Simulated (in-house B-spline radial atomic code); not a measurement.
## RPA and G0W0 on CAM-B3LYP: N

Configuration [He] 2s2 2p3, highest spin, mean-field start CAM-B3LYP. Computed with an all-electron radial atomic-structure program (B-spline basis): all electrons, scalar-relativistic (spin-free one-electron X2C), finite nucleus, each spin shell either full or empty, empty states to l = 9 with an (l + 1/2)⁻⁴ tail; G0W0 by contour deformation at full frequency.

Command:
```bash
python run_gw.py task.json out
```
Settings (radii: box in bohr, nucleus in fm):
```
Z                        7
electrons                7
configuration            [He] 2s2 2p3
hamiltonian              x2c
method                   camb3lyp
lmax                     9
rms_radius               2.5582
spin_polarised           True
box_radius               40
intervals                75
```

Time taken, with all properties: 2.7 s on 1 thread of Arm Neoverse N1, on a shared host.

Energies (hartree):

| term | value |
| --- | --- |
| mean-field total | -54.61583 |
| Hartree-Fock functional on these orbitals | -54.42877 |
| direct second order | -0.36152 |
| second-order exchange | 0.1661 |
| SOSEX correction | 0.14626 |

(1) What is the RPA correlation energy, and what remains with SOSEX?

Quasi-particle levels (eV):

| level | occupied | mean field | Σx - vxc | Σc | QP weight | G0W0 |
| --- | --- | --- | --- | --- | --- | --- |
| 2p up | yes | -11.667 | -3.91 | ? | ? | ? |
| 2s down | yes | -18.681 | -1.44 | -0.86 | 0.899 | -20.985 |
| 2p down | no | -1.513 | 4.81 | -2.80 | 0.929 | 0.497 |

G0W0 = mean field + (Σx - vxc) + Σc, with Σc (partial-wave tail included) taken at the quasi-particle energy. Levels of low weight are left out. An empty level above zero is unbound and depends on the box.

(2) Where does G0W0 put 2p up?

Answers

(1) RPA gives -0.30902 hartree (-1.2 eV per electron); RPA + SOSEX gives -0.16277, and the second-order doubles -0.19542 hartree (no singles). SOSEX takes back 47 % of the RPA value.

(2) At -14.528 eV, with Σc = 1.05 eV and a quasi-particle weight of 0.896. The tabulated removal energy is 14.534 eV (NIST, measured).
